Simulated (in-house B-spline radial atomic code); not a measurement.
Values are calculated unless marked as measured or tabulated.
## Stopping and range of 200 keV Si in InAs

The pair potential comes from two frozen, spherical free-atom densities (PBE, B-spline radial code, scalar-relativistic past argon): electrostatics plus the change in Thomas-Fermi kinetic and Dirac exchange energy where they overlap, the recipe behind the universal ZBL potential, which averages such potentials (from solid-state densities) over many pairs. It is written V = (Z1 Z2 e²/r) φ(r/a), with e² = 14.3996 eV·Å and a = 0.46850 Å/(Z1^0.23 + Z2^0.23); ZBL's fit is φ = 0.18175 e^(−3.1998x) + 0.50986 e^(−0.94229x) + 0.28022 e^(−0.4029x) + 0.02817 e^(−0.20162x). Where φ falls below 4e-4 it is continued as an exponential.

The target is taken as amorphous, with density 5.68 g/cm³ (NSM archive of the Ioffe Institute); channelling is ignored. Masses: Si 28.09, In 114.82, As 74.92 u. Nuclear stopping is S_n = 4π a Z1 Z2 e² M1/(M1 + M2) × s_n(ε), with s_n integrated over impact parameters for each pair. Electronic stopping is Lindhard and Scharff's S_e = Z1^(1/6) 8π e² a0 Z1 Z2/(Z1^(2/3) + Z2^(2/3))^(3/2) × v/v0, with a0 = 0.529177 Å and v = v0 at 24.801 keV/u; it misses the oscillations with Z1 seen in experiment, which reach tens of per cent. Compounds add by atom fraction.

```json
{"target atom": "In", "a (Å)": "0.10940", "ε at this energy": "1.78", "s_n, this pair": "0.2724", "s_n, ZBL potential": "0.2691"}
{"target atom": "As", "a (Å)": "0.11512", "ε at this energy": "2.517", "s_n, this pair": "0.2489", "s_n, ZBL potential": "0.2392"}
```

Task: What are the atom density and the stopping powers at entry?

Result: N = 5.68 × 0.602214/94.87 = 0.03606 atoms/Å³. For In: S_n = 2669 × 0.2724 = 727.2 eV·Å², S_e = 2.9047 × √200000 = 1299 eV·Å². For As: S_n = 2624 × 0.2489 = 653.3 eV·Å², S_e = 2.5481 × √200000 = 1140 eV·Å². Averaged over the target's atoms (half each) and times N × 10 Å/nm, the ion loses N S_n = 249 eV/nm to recoils and N S_e = 440 eV/nm to electrons; the nuclear share is 36 %.

Along the track:

```tsv
E (keV)	N S_n (eV/nm)	N S_e (eV/nm)
10	317	98.3
30	346	170
60	331	241
100	303	311
150	273	381
200	249	440
```

Task: Estimate the path length and the projected range.

Result: With continuous slowing down the path is the integral of dE/(N (S_n + S_e)). Trapezoids over the table give 320 nm, and the stretch below the first row, with stopping taken as √E, adds 2E/(N S) = 48 nm: 368 nm in all, against 354 nm on a fine grid from 5 eV. Deflections shorten the depth: to first order in the energy passed on, N (S_n + S_e) dR_p/dE = 1 − N S_n (M2/M1) R_p/(2E), summed over the target's atoms, and integrating this on the fine grid gives R_p = 179 nm, 0.50 of the path. Lindhard's rule of thumb R/(1 + M2/3M1), with mean M2/M1 = 3.38, gives 167 nm; it is meant for M2/M1 below about 2. On the ZBL potential the same equation gives 182 nm, and the full integral equation, which keeps hard collisions, 192 nm.
